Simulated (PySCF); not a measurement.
A structure optimised at PBE0-D3(BJ)/def2-TZVP, used in a PySCF frequency run:

```
C
H 1 1.0896
H 1 1.0896 2 111.74
H 1 1.0896 2 111.74 3 126.03
Mg 1 2.0638 2 107.10 3 -116.98
```
Charge +1, spin multiplicity 1.

**Question.** Write its SMILES, formula and point group.

**Answer.** [CH3][Mg+], CH3Mg, C3v

**Question.** What are its rotational constants (standard atomic weights)?

**Answer.** 154.08, 11.496, 11.496 GHz
